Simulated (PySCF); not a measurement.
PySCF input for C4H7NSi, SMILES C/C(C#N)=C/[SiH3], PBE-D3(BJ)/def2-SVP. Geometry optimised at PBE-D3(BJ)/def2-SVP. A frequency run showed that this geometry is not a minimum. The structure was generated by enumeration; whether it is a known compound was not checked.

```python
import numpy as np
from pyscf import gto, scf, dft, df
from pyscf.hessian import thermo

mol = gto.M(
    atom='''
    C     2.14418477   -0.89371711    0.77517046
    C     0.82759730   -0.30863290    0.32599758
    C     0.42887122    0.91667891    0.97109227
    N     0.11064162    1.91544994    1.50194375
    C     0.01623207   -0.85237780   -0.62431751
    Si   -1.63413216   -0.13089268   -1.19588225
    H     2.12800898   -1.11283130    1.86299335
    H     2.97331466   -0.17563935    0.60624775
    H     2.36431560   -1.82841860    0.22622741
    H     0.37055449   -1.79231133   -1.08587550
    H    -2.19142757   -1.02937051   -2.26354761
    H    -2.60316051   -0.05920479   -0.04857892
    H    -1.43955885    1.25041732   -1.75637818
    ''',
    basis='def2-SVP',
    charge=0,
    spin=0,
    max_memory=1600,
    verbose=3,
)
mf = dft.RKS(mol, xc='pbe').density_fit(auxbasis='def2-universal-jkfit')
mf.disp = 'd3bj'
mf.grids.level = 3
mf.conv_tol = 1e-11
mf.max_cycle = 100
mf.kernel()

# [left out here: the lines that compute and print the analytic Hessian (its translational invariance restored by hand, since the grid's response is missing), thermochemistry and intensities]
```

Program output:

```
[...]
      11   H                 0.07 -0.00  0.04   -0.09  0.05 -0.06    0.34 -0.30  0.32
      12   H                 0.07 -0.01  0.05    0.11 -0.02  0.01    0.56 -0.06  0.01
Mode                                15                  16                  17
Irrep
Freq [cm^-1]                      905.2712            907.1799            988.1914
Reduced mass [au]                   1.0376              1.0357              1.5382
Force const [Dyne/A]                0.5010              0.5022              0.8850
Char temp [K]                    1302.4838           1305.2299           1421.7875
Normal mode                   x     y     z       x     y     z       x     y     z
       0   C                -0.00  0.00 -0.00    0.00  0.00 -0.00   -0.06 -0.08 -0.10
       1   C                 0.00 -0.00 -0.00   -0.00 -0.00  0.00    0.05 -0.02  0.02
       2   C                 0.00  0.00  0.00    0.00  0.00 -0.00   -0.03  0.01 -0.01
       3   N                -0.00  0.00  0.00   -0.00 -0.00  0.00    0.00  0.01  0.01
       4   C                 0.01 -0.02 -0.01    0.00  0.00 -0.00    0.06  0.02  0.06
       5  Si                -0.01 -0.01 -0.02    0.02  0.02 -0.02   -0.01  0.01 -0.00
       6   H                -0.00  0.00 -0.00   -0.00 -0.00 -0.00   -0.24  0.32 -0.02
       7   H                -0.00  0.00 -0.00    0.00 -0.00  0.00   -0.30  0.25  0.08
       8   H                -0.00  0.00 -0.00   -0.00 -0.00  0.00    0.44 -0.13  0.20
       9   H                 0.02 -0.02 -0.00    0.02  0.02 -0.03    0.18  0.03  0.14
      10   H                 0.30 -0.28  0.06   -0.38 -0.38  0.52   -0.01  0.01 -0.00
      11   H                 0.11  0.59  0.05   -0.30 -0.28 -0.25    0.01 -0.01  0.01
      12   H                -0.18  0.26  0.57    0.21  0.12  0.34    0.02  0.00 -0.00
Mode                                18                  19                  20
Irrep
Freq [cm^-1]                     1010.9817           1115.9964           1275.1269
Reduced mass [au]                   1.5273              1.8195              2.0822
Force const [Dyne/A]                0.9197              1.3351              1.9947
Char temp [K]                    1454.5776           1605.6704           1834.6237
Normal mode                   x     y     z       x     y     z       x     y     z
       0   C                -0.06 -0.07  0.09   -0.07  0.05 -0.01    0.01 -0.04 -0.03
       1   C                 0.05  0.06 -0.08    0.13 -0.09  0.02   -0.08  0.15  0.06
       2   C                -0.00 -0.00  0.01   -0.01  0.02  0.00    0.01 -0.01 -0.00
       3   N                 0.00  0.00 -0.00   -0.01  0.03  0.02    0.01 -0.04 -0.02
       4   C                -0.02 -0.02  0.03    0.06 -0.01  0.03    0.07 -0.05  0.01
       5  Si                -0.00 -0.00  0.00   -0.01 -0.01 -0.01   -0.00  0.00 -0.00
       6   H                 0.48 -0.06  0.09   -0.10  0.02 -0.02    0.14  0.11  0.01
       7   H                -0.36  0.20 -0.28   -0.08  0.04 -0.05    0.03 -0.01  0.17
       8   H                 0.13  0.15 -0.20   -0.21  0.07 -0.09    0.20 -0.06  0.09
       9   H                 0.11  0.12 -0.17   -0.53 -0.03 -0.38   -0.45 -0.06 -0.34
      10   H                -0.00 -0.00  0.00   -0.05  0.02 -0.01   -0.00 -0.01 -0.01
      11   H                -0.00 -0.00 -0.00    0.04 -0.01  0.03    0.01 -0.01  0.02
      12   H                 0.00  0.00  0.00    0.05  0.00  0.02    0.02  0.00  0.00
Mode                                21                  22                  23
Irrep
Freq [cm^-1]                     1337.9628           1392.7352           1400.9823
Reduced mass [au]                   1.3349              1.0403              1.0631
Force const [Dyne/A]                1.4080              1.1889              1.2294
Char temp [K]                    1925.0306           2003.8359           2015.7016
Normal mode                   x     y     z       x     y     z       x     y     z
       0   C                 0.12 -0.06  0.04    0.02  0.03 -0.03   -0.01  0.04  0.02
       1   C                -0.03  0.04  0.01    0.01  0.01 -0.01   -0.02  0.01 -0.01
       2   C                 0.00 -0.00  0.00   -0.00 -0.00  0.00    0.00 -0.00  0.00
       3   N                 0.00 -0.01 -0.01    0.00  0.00 -0.00    0.00 -0.00 -0.00
       4   C                 0.01 -0.01 -0.00   -0.00 -0.00  0.00    0.03  0.00  0.02
       5  Si                -0.00  0.00  0.00   -0.00 -0.00  0.00   -0.00 -0.00 -0.00
       6   H                -0.51  0.11  0.05    0.22 -0.43 -0.11   -0.31 -0.50 -0.10
       7   H                -0.30  0.34 -0.26   -0.26  0.38  0.17    0.01 -0.14 -0.58
       8   H                -0.34  0.00 -0.23   -0.33 -0.36  0.49    0.40 -0.02  0.25
       9   H                -0.05 -0.01 -0.04   -0.00 -0.00  0.00   -0.07  0.01 -0.04
      10   H                 0.01 -0.01 -0.00    0.00  0.00 -0.00   -0.01  0.00 -0.00
      11   H                 0.00 -0.00  0.00    0.00  0.00  0.00    0.00  0.00  0.00
      12   H                 0.00  0.00  0.00   -0.00 -0.00 -0.00    0.00  0.00  0.00
Mode                                24                  25                  26
Irrep
Freq [cm^-1]                     1606.7548           2168.2526           2175.0919
Reduced mass [au]                   8.5075              1.0202              1.0513
Force const [Dyne/A]               12.9405              2.8260              2.9304
Char temp [K]                    2311.7624           3119.6327           3129.4730
Normal mode                   x     y     z       x     y     z       x     y     z
       0   C                -0.02  0.00 -0.01   -0.00 -0.00 -0.00   -0.00 -0.00  0.00
       1   C                 0.13  0.08  0.15    0.00  0.00  0.00   -0.00 -0.00  0.00
       2   C                -0.01 -0.00 -0.01    0.00 -0.00 -0.00    0.00  0.00 -0.00
       3   N                 0.01 -0.01 -0.00    0.00 -0.00  0.00   -0.00 -0.00  0.00
       4   C                -0.12 -0.06 -0.12   -0.00 -0.00 -0.00    0.00  0.00 -0.00
       5  Si                 0.00 -0.00  0.00   -0.02  0.01  0.00    0.02  0.02 -0.03
       6   H                -0.08 -0.03 -0.02   -0.00  0.00 -0.00    0.00  0.00  0.00
       7   H                -0.05  0.02 -0.08   -0.00  0.00 -0.00   -0.00  0.00 -0.00
       8   H                 0.08 -0.00  0.05    0.00 -0.00  0.00    0.00  0.00 -0.00
       9   H                 0.09 -0.07  0.01   -0.01 -0.00 -0.00    0.00  0.00 -0.00
      10   H                 0.02 -0.02  0.00    0.14  0.23  0.27    0.02  0.04  0.02
      11   H                -0.00 -0.01  0.00    0.43 -0.03 -0.52   -0.43  0.04  0.51
      12   H                 0.00  0.00 -0.01   -0.09 -0.56  0.23   -0.09 -0.66  0.26
Mode                                27                  28                  29
Irrep
Freq [cm^-1]                     2182.5840           2257.7886           2973.0721
Reduced mass [au]                   1.0497             12.6798              1.0372
Force const [Dyne/A]                2.9462             38.0829              5.4016
Char temp [K]                    3140.2524           3248.4551           4277.5889
Normal mode                   x     y     z       x     y     z       x     y     z
       0   C                -0.00  0.00 -0.00    0.00 -0.00 -0.00   -0.04  0.01 -0.02
       1   C                 0.00 -0.00  0.00    0.01 -0.03 -0.01    0.00 -0.00  0.00
       2   C                -0.00 -0.00 -0.00   -0.06  0.19  0.10    0.00 -0.00 -0.00
       3   N                 0.00 -0.00  0.00    0.04 -0.14 -0.07   -0.00  0.00  0.00
       4   C                -0.00  0.00  0.00   -0.00 -0.00 -0.00    0.00 -0.00  0.00
       5  Si                 0.01  0.03  0.02   -0.00  0.00  0.00    0.00 -0.00  0.00
       6   H                 0.00 -0.00 -0.00   -0.00 -0.00  0.00   -0.02 -0.12  0.60
       7   H                 0.00 -0.00  0.00    0.00  0.00 -0.00    0.45  0.40 -0.10
       8   H                 0.00  0.00  0.00   -0.00 -0.00 -0.00    0.08 -0.39 -0.23
       9   H                -0.00  0.01  0.00    0.00 -0.00  0.00   -0.00  0.01  0.00
      10   H                -0.33 -0.54 -0.64    0.00 -0.00  0.00   -0.00 -0.00 -0.00
      11   H                 0.16  0.00 -0.18    0.00 -0.00 -0.00   -0.00 -0.00 -0.00
      12   H                -0.04 -0.26  0.12    0.00 -0.00  0.00   -0.00 -0.00 -0.00
Mode                                30                  31                  32
Irrep
Freq [cm^-1]                     3051.3196           3079.5851           3091.3307
Reduced mass [au]                   1.1017              1.0883              1.1042
Force const [Dyne/A]                6.0437              6.0813              6.2172
Char temp [K]                    4390.1696           4430.8374           4447.7366
Normal mode                   x     y     z       x     y     z       x     y     z
       0   C                -0.04 -0.05  0.06   -0.00 -0.00 -0.00    0.00  0.07  0.05
       1   C                -0.00 -0.00  0.00   -0.00 -0.00 -0.00    0.00  0.00  0.00
       2   C                 0.00  0.00 -0.00    0.00 -0.00 -0.00    0.00  0.00  0.00
       3   N                -0.00 -0.00  0.00   -0.00  0.00  0.00    0.00 -0.00 -0.00
       4   C                -0.00 -0.00  0.00   -0.02  0.07  0.04   -0.00  0.00  0.00
       5  Si                -0.00 -0.00  0.00    0.00 -0.00  0.00    0.00 -0.00  0.00
       6   H                 0.01  0.12 -0.66    0.00 -0.00  0.02    0.01  0.07 -0.30
       7   H                 0.50  0.44 -0.09    0.01  0.01 -0.00   -0.23 -0.20  0.06
       8   H                -0.01 -0.01  0.01   -0.00  0.03  0.02    0.16 -0.71 -0.42
       9   H                 0.00  0.00 -0.00    0.30 -0.81 -0.40    0.01 -0.04 -0.02
      10   H                 0.00  0.00 -0.00   -0.00 -0.00 -0.00   -0.00 -0.00 -0.00
      11   H                -0.00  0.00  0.00    0.00  0.00 -0.00    0.00 -0.00 -0.00
      12   H                -0.00 -0.00 -0.00   -0.00 -0.00  0.00    0.00 -0.00  0.00
temperature 298.1500 [K]
pressure 101325.00 [Pa]
Rotational constants [GHz] 3.94982 2.00703 1.36396
Symmetry number 1
Zero-point energy (ZPE) 0.09071 [Eh]   238170.536 [J/mol]
                           tot       elec      trans        rot        vib
Entropy [J/mol/K]       350.519      0.000    165.825    116.265     68.429
Cv [J/mol/K]            109.185      0.000     12.472     12.472     84.242
Cp [J/mol/K]            117.499      0.000     20.786     12.472     84.242
Internal energy [J/mol]                      3718.434   3718.434 250015.972
Internal energy [Eh]   -500.07922  -500.17727
Enthalpy [J/mol]                             6197.391   3718.434 250015.972
Enthalpy [Eh]          -500.07827
Gibbs free energy [J/mol]                  -43243.291 -30945.974 229613.911
Gibbs free energy [Eh] -500.11808
mode   freq/cm-1   IR/(km/mol)
   1      -43.00         0.088
   2      103.95         3.668
   3      142.55         1.307
   4      184.34         0.011
   5      227.53         0.649
   6      274.21         0.180
   7      350.19         0.653
   8      564.75        14.710
   9      571.54        16.799
  10      588.70        21.618
  11      644.68         9.539
  12      741.50        22.634
  13      806.93         7.170
  14      814.81        22.910
  15      883.12       223.139
  16      905.27        29.814
  17      907.18        38.060
  18      988.19         1.862
  19     1010.98         4.783
  20     1116.00         8.449
  21     1275.13         2.412
  22     1337.96         4.171
  23     1392.74         8.561
  24     1400.98        17.337
  25     1606.75        30.312
  26     2168.25        51.080
  27     2175.09        77.820
  28     2182.58        96.919
  29     2257.79         4.718
  30     2973.07         6.322
  31     3051.32         2.797
  32     3079.59         2.565
  33     3091.33         4.040
max |gradient| / (hartree/bohr): 3.4117545952740426e-05
APT charges: [-0.0361  0.1829  0.0513 -0.2559 -0.3483  1.013   0.0186  0.0186  0.015
  0.0226 -0.2343 -0.2239 -0.2233]
```

Self-consistency was reached. The end point has an imaginary mode, so it is no minimum.

Cost: roughly 3 core-minutes.
